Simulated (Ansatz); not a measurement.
This Ansatz (a program for electronic structure) input (MP2/cc-pV5Z) gives -54.51153 Eh with 91 basis functions.

Ansatz 0.2 input:
```yaml
crystal:
  periodic: [false, false, false]
  atoms:
    - {symbol: N, position_ang: [0.00000000, 0.00000000, 0.00000000]}
basis:
  gaussian:
    orbitals: cc-pV5Z
magnetization: {spin_polarized: true, initial_magnetization: 3}
correlation: {method: mp2, electrons: outside_noble_gas}
scf: {lower_state_search: full}
```

Change:
```diff
- orbitals: cc-pV5Z
+ orbitals: aug-pcseg-3
```

**Question.** What does the run give now?

**Answer.** -54.50501 Eh (MP2/aug-pcseg-3, 85 functions), a change of +6.52 mEh.
